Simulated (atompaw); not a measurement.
argon (Ar): one change to a PAW (atompaw) potential, before and after

| Property | Result |
| --- | --- |
| Element | argon (Ar) |
| Generator | atompaw 4.2.0.5 |
| Type | PAW |
| Functional | PBE |
| Relativity | scalar-relativistic |
| Frozen core | [Ne] |
| Valence charge | 8 |
| Reference configuration | 3s2 3p6 |
| Partial waves | 3s (bound): rc 1.45 bohr; 3s channel at -1.35 Ry: rc 1.45 bohr; 3p (bound): rc 1.45 bohr; 3p channel at 0.5 Ry: rc 1.45 bohr |
| Local potential | bessel scheme, radius 1.45 bohr |
| Core correction | smooth core density matched at 1.25 bohr |
| Augmentation charge | besselshape compensation charge, radius 1.20 bohr; PAW radius 1.45 bohr; waves and projectors: custom rrkj gramschmidtortho |

All-electron outer shells of the reference configuration (PBE, scalar-relativistic, ld1.x):

| shell | level (eV) | outermost node (bohr) | outermost maximum (bohr) |
| --- | --- | --- | --- |
| 2s | -296.99 | 0.12 | 0.34 |
| 2p | -229.89 | – | 0.28 |
| 3s | -24.29 | 0.52 | 1.17 |
| 3p | -10.27 | 0.49 | 1.30 |

Change: all radii scaled by about 0.87 (s 1.26, p 1.26 bohr); local potential bessel scheme, radius 1.26 bohr; augmentation besselshape compensation charge, radius 1.04 bohr; PAW radius 1.26 bohr; waves and projectors: custom rrkj gramschmidtortho; core correction smooth core density matched at 1.08 bohr.

Cutoffs: the cutoffs (Ry, on a coarse ladder) from which the occupation-weighted sum of valence levels, in a spherical-Bessel basis at the reference potential, stays within 10 and 1 mRy of its value at 400 Ry; they do not see the model core or the augmentation charge, which bear on the density cutoff.

What does the change do?

The potential gets harder (30 Ry and 40 Ry → 35 Ry and 55 Ry); neither file shows a bound ghost. A smaller radius makes the pseudo-wave follow the all-electron one further in, where it bends more sharply, so more plane waves are needed.

| quantity | base | changed |
| --- | --- | --- |
| cutoff, loose | 30 Ry | 35 Ry |
| cutoff, tight | 40 Ry | 55 Ry |
| loose cutoff by channel (10 mRy a level) | s 10 Ry, p 25 Ry | s 15 Ry, p 21 Ry |
| bound ghosts | none | none |
| lowest overlap eigenvalue by channel | s 0.44, p 0.82 | s 0.45, p 0.77 |

 The cutoffs see the waves, projectors and local potential, not the compensation charge or the core.
